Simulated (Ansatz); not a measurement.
`FCOBO[SiH3]` at its PBE0-D4/def2-TZVP geometry, where that method's forces vanish. The species carries charge 0 and has multiplicity 1.

```xyz
12

F    -2.6365   -1.1504    0.1979
C    -1.5208   -1.4706   -0.5265
O    -0.4712   -0.6653   -0.1310
B    -0.2027    0.5074   -0.7859
O     0.7757    1.3018   -0.3127
Si    1.7537    1.1467    1.0199
H    -1.7604   -1.3274   -1.5852
H    -1.2641   -2.5083   -0.3053
H    -0.8152    0.8080   -1.7702
H     2.6150    2.3509    1.0444
H     0.9352    1.0794    2.2546
H     2.5912   -0.0722    0.9001
```

Problem. What forces (eV/Å) does r2SCAN-D4/def2-TZVPP give on these atoms in Ansatz 0.2.0? (Estimate.)

Solution. Computed: 
```
F1  -0.276  0.101  0.194
C2   0.032 -0.320 -0.296
O3   0.212  0.056  0.189
B4  -0.097  0.083 -0.177
O5   0.089  0.093  0.027
Si6  0.038  0.003  0.040
H7  -0.003  0.004 -0.011
H8   0.002 -0.001  0.009
H9   0.015 -0.010  0.031
H10 -0.017 -0.034  0.008
H11  0.022  0.001 -0.022
H12 -0.015  0.025  0.009
```
